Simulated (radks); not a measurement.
Values are calculated unless marked as measured or tabulated.
Spherical quantum dot in the effective-mass picture: electrons in a hard-walled sphere of radius 2.5, with a point charge +1 (a donor) at the centre, all in effective atomic units (hartree* = m*/eps^2 hartree, bohr* = eps/m* bohr), one dielectric constant everywhere. Level of theory: non-relativistic Kohn-Sham, PBEsol, spin-polarised, spherical densities (a radial shooting solver with Libxc functionals). Levels are named by radial order and angular momentum (1s, 1p, 1d, 2s, ...), and open shells are averaged over m. Results are scaled to m* = 0.164 and eps = 6.5, for which hartree* = 105.6 meV and bohr* = 2.097 nm. Each electron was tried in the lowest free levels, single moves between levels near the top were tried too, and the lowest total energy was kept; such a search can miss a lower state. At N = 1 the Hartree and exchange-correlation terms need not cancel, so that row can carry a self-interaction error.

N,open shells,2S,E (meV),addition energy mu(N+1) - mu(N) (meV),e(HOMO) (meV),rms radius (nm)
1,"1s(up 1, down 0)",1,-32.9221,84.78,0.34163,2.358
2,none,0,18.9400,164.3,82.438,2.519
3,"1p(up 1, down 0)",1,235.078,53.88,242.49,2.813
4,"1p(up 2, down 0)",2,505.098,55.86,297.81,2.963
5,"1p(up 3, down 0)",3,830.977,73.13,354.02,3.061
6,"1p(up 3, down 1)",2,1229.99,52.42,424.76,3.136
7,"1p(up 3, down 2)",1,1681.42,54.12,478.35,3.195
8,none,0,2186.97,152.6,532.85,3.243
9,"1d(up 1, down 0)",1,2845.14,51.90,684.03,3.304
10,"1d(up 2, down 0)",2,3555.20,52.28,736.16,3.354
11,"1d(up 3, down 0)",3,4317.55,52.48,788.56,3.397
12,"1d(up 4, down 0)",4,5132.37,52.58,841.10,3.433
13,"1d(up 5, down 0)",5,5999.77,67.87,893.71,3.465
14,"1d(up 5, down 1)",4,6935.05,51.01,960.69,3.494
15,"1d(up 5, down 2)",3,7921.32,51.39,1011.9,3.520
16,"1d(up 5, down 3)",2,8958.99,51.61,1063.4,3.544
17,"1d(up 5, down 4)",1,10048.3,51.75,1115.1,3.565
18,none,0,11189.3,113.6,1166.9,3.585
19,"2s(up 1, down 0)",1,12443.9,85.26,1289.0,3.573
20,none,0,13783.8,74.82,1374.0,3.558
21,"1f(up 1, down 0)",1,15198.5,50.45,1439.9,3.581
22,"1f(up 2, down 0)",2,16663.7,50.53,1490.4,3.602
23,"1f(up 3, down 0)",3,18179.4,-,1541.0,3.622

All shells are closed at N = 2, 8, 18, 20 (there: 1s2 1p6 1d10 2s2); the second difference of the energy has clear peaks (12 % above both neighbours; the first and last values, which can be the largest, are not judged, and half-filled shells can peak too) at N = 2, 5, 8, 13, 18.
